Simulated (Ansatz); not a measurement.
Molecule: C₄H₉N₂O, net charge 0, doublet state. It need not be the lowest isomer of its formula. 
Geometry from a B3LYP-D3(BJ)/def2-TZVP (Ansatz, a quantum-chemistry and plane-wave program) optimisation:
SMILES: C[N]C(=O)N(C)C
```xyz
16

C      2.5784     0.2641     0.0155
N      1.2428     0.5382     0.4466
C      0.2825    -0.3437    -0.0623
O      0.5564    -1.4569    -0.5005
N     -0.9968     0.1346     0.0178
C     -1.3661     1.3995     0.6231
C     -2.0815    -0.6741    -0.4974
H      3.1601     1.1864     0.0558
H      2.6403    -0.2141    -0.9652
H      3.0362    -0.4293     0.7362
H     -2.1334     1.2338     1.3849
H     -1.7763     2.0801    -0.1296
H     -0.4954     1.8564     1.0790
H     -2.6968    -1.0635     0.3206
H     -1.6687    -1.5094    -1.0544
H     -2.7191    -0.0695    -1.1472
```
Charge 0, spin multiplicity 2.

Basis-set convergence of Hartree-Fock and CCSD correlation energies (hartree) with Ansatz. Correlated levels leave the core frozen unless marked. Open shells are spin-unrestricted. Spin-orbit coupling is left out. Non-relativistic.

```csv
basis,functions,E(HF),"E(corr, CCSD)"
cc-pVDZ,143,-340.46649,-1.10509
cc-pVTZ,336,…,…
```

Question: Some entries are withheld; supply them.

Answer: 
- cc-pVTZ, E(HF): -340.56100
- cc-pVTZ, E(corr, CCSD): -1.33793
